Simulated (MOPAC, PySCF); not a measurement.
BI3, SMILES `IB(I)I`, neutral singlet in the gas phase. 

Cartesian coordinates (Å):
```xyz
4

I      2.0920    -0.3366    -0.0289
B     -0.0002     0.0000    -0.0007
I     -0.7543     1.9805     0.0133
I     -1.3375    -1.6439     0.0163
```
Charge 0, spin multiplicity 1.

All levels are single points at this geometry (r2SCAN-D4/def2-TZVP); Pople sets use spherical d functions. Orbital energies aren't observables, and empty levels follow the basis.

B3LYP/6-31G* (LANL2DZ on I) in PySCF gives dipole (D) = 0.00.

Task: Estimate the dipole (D) from each of these levels: r2SCAN-D4/def2-TZVP in PySCF; BP86/6-31G* (LANL2DZ on I) in PySCF; M06-2X/6-31G* (LANL2DZ on I) in PySCF; HF/6-31G* (LANL2DZ on I) in PySCF; AM1 in MOPAC.

Result: 
```
level                                  dipole (D)
-------------------------------------  ----------
r2SCAN-D4/def2-TZVP in PySCF                 0.00
BP86/6-31G* (LANL2DZ on I) in PySCF          0.00
M06-2X/6-31G* (LANL2DZ on I) in PySCF        0.00
HF/6-31G* (LANL2DZ on I) in PySCF            0.00
AM1 in MOPAC                                 0.00
```
